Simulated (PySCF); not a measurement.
# RuCl⁺: one state, many levels of theory

State: ⁵Δ (quintet), unpaired electrons σ ↑, π ↑↑, δ ↑. Set-up: PySCF, scalar-relativistic core potentials, basis sets Ru def2-TZVPPD with ECP28, Cl def2-TZVPPD. De refers to Ru⁺ (4d7) + Cl in their high-spin ground configurations, without counterpoise correction. The functionals are run spin-unrestricted. A positive dipole points towards Cl; it is taken about the centre of mass and depends on that origin.

```json
{"Level": "UHF", "Re (Å)": "2.226", "ωe (cm⁻¹)": "429", "De (eV)": "n/a", "μ (D)": "-6.32", "CPU s a point (SCF and correlation, without the integrals)": "3"}
{"Level": "UHF-MP2", "Re (Å)": "2.119", "ωe (cm⁻¹)": "468", "De (eV)": "n/a", "μ (D)": "n/a", "CPU s a point (SCF and correlation, without the integrals)": "5.6"}
{"Level": "UHF-SCS-MP2", "Re (Å)": "2.140", "ωe (cm⁻¹)": "458", "De (eV)": "n/a", "μ (D)": "n/a", "CPU s a point (SCF and correlation, without the integrals)": "n/a"}
{"Level": "UHF-CCSD", "Re (Å)": "2.153", "ωe (cm⁻¹)": "457", "De (eV)": "2.59", "μ (D)": "n/a", "CPU s a point (SCF and correlation, without the integrals)": "n/a"}
{"Level": "UHF-CCSD(T)", "Re (Å)": "2.151", "ωe (cm⁻¹)": "454", "De (eV)": "2.86", "μ (D)": "n/a", "CPU s a point (SCF and correlation, without the integrals)": "430"}
{"Level": "PBE", "Re (Å)": "2.139", "ωe (cm⁻¹)": "442", "De (eV)": "3.69", "μ (D)": "-2.69", "CPU s a point (SCF and correlation, without the integrals)": "4.8"}
{"Level": "revPBE", "Re (Å)": "2.150", "ωe (cm⁻¹)": "433", "De (eV)": "3.41", "μ (D)": "-2.79", "CPU s a point (SCF and correlation, without the integrals)": "4.1"}
{"Level": "BLYP", "Re (Å)": "2.168", "ωe (cm⁻¹)": "423", "De (eV)": "3.39", "μ (D)": "-2.68", "CPU s a point (SCF and correlation, without the integrals)": "3.2"}
{"Level": "TPSS", "Re (Å)": "2.147", "ωe (cm⁻¹)": "441", "De (eV)": "3.41", "μ (D)": "-3.03", "CPU s a point (SCF and correlation, without the integrals)": "7.5"}
{"Level": "r²SCAN", "Re (Å)": "2.136", "ωe (cm⁻¹)": "452", "De (eV)": "3.58", "μ (D)": "-3.22", "CPU s a point (SCF and correlation, without the integrals)": "6.8"}
{"Level": "TPSSh", "Re (Å)": "2.145", "ωe (cm⁻¹)": "448", "De (eV)": "3.19", "μ (D)": "-3.33", "CPU s a point (SCF and correlation, without the integrals)": "5.8"}
{"Level": "PBE0", "Re (Å)": "2.136", "ωe (cm⁻¹)": "457", "De (eV)": "3.10", "μ (D)": "-3.51", "CPU s a point (SCF and correlation, without the integrals)": "9.4"}
{"Level": "HSE06", "Re (Å)": "2.139", "ωe (cm⁻¹)": "455", "De (eV)": "3.11", "μ (D)": "-3.48", "CPU s a point (SCF and correlation, without the integrals)": "9.3"}
{"Level": "MN15", "Re (Å)": "2.120", "ωe (cm⁻¹)": "470", "De (eV)": "3.32", "μ (D)": "-3.38", "CPU s a point (SCF and correlation, without the integrals)": "13"}
```

(1) Which functional lies closest to UHF-CCSD(T) in De, which farthest, and by how much do they differ from it?

(2) What does a quarter of exact exchange do here, going from PBE to PBE0?

(3) What does the step from GGA to meta-GGA do here, going from PBE to r²SCAN?

Correlated steps freeze 5 core orbitals. The metal atom is held in its measured ground configuration; semilocal functionals can put another filling of s and d lower by some tenths of an eV, and De to that atom would be smaller. These are scalar-relativistic numbers at best; spin–orbit coupling would shift them, the dissociation energy most. For an ion De counts to the pair picked by the measured ionisation energies or electron affinities, which need not be the lowest pair at this level. The state is the lowest single determinant that the PBE0 search found; with open d or f shells the true ground state can be another one.

The whole job (state search and all levels along the bond) took about 43 min on 2 threads of Arm Neoverse V1 (shared host), peak memory 5.9 GiB.

Results:

(1) Closest is PBE0 (-1.5 pm in Re, +0.7 % in ωe, +0.24 eV in De against UHF-CCSD(T) in the same basis), farthest PBE (-1.2 pm in Re, -2.6 % in ωe, +0.83 eV in De). CCSD(T) converges more slowly with the basis than the functionals do and binds too weakly in this one, so the order can change at the basis-set limit.

(2) PBE0 less PBE: -0.3 pm in Re, +3.4 % in ωe, -0.59 eV in De. Exact exchange removes part of the self-interaction that spreads semilocal densities, and in most molecules shortens and stiffens the bond and lowers De; so it does here.

(3) r²SCAN less PBE: -0.3 pm in Re, +2.3 % in ωe, -0.11 eV in De.
